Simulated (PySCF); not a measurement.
Si(H)2(Br)(Me) (CH5BrSi), SMILES [SiH2](C)Br. Geometry: PBE0-D3(BJ)/def2-SVP.

Computed equilibrium geometry at PBE0-D3(BJ)/def2-SVP (PySCF confirms it by a frequency run) as bond lengths and angles, and its point group:
point group Cs.
Atoms: Si1 C2 Br3 H4 H5 H6 H7 H8. Bonded distances (Å): Si1–C2 1.867, Si1–Br3 2.236, Si1–H4 1.491, Si1–H5 1.491, C2–H6 1.100, C2–H7 1.102, C2–H8 1.100. Bond angles (°): C2–Si1–Br3 109.4, C2–Si1–H4 111.6, C2–Si1–H5 111.6, Br3–Si1–H4 107.3, Br3–Si1–H5 107.3, H4–Si1–H5 109.4, Si1–C2–H6 110.6, Si1–C2–H7 110.1, Si1–C2–H8 110.6, H6–C2–H7 108.5, H6–C2–H8 108.4, H7–C2–H8 108.5.
Charge 0, spin multiplicity 1.
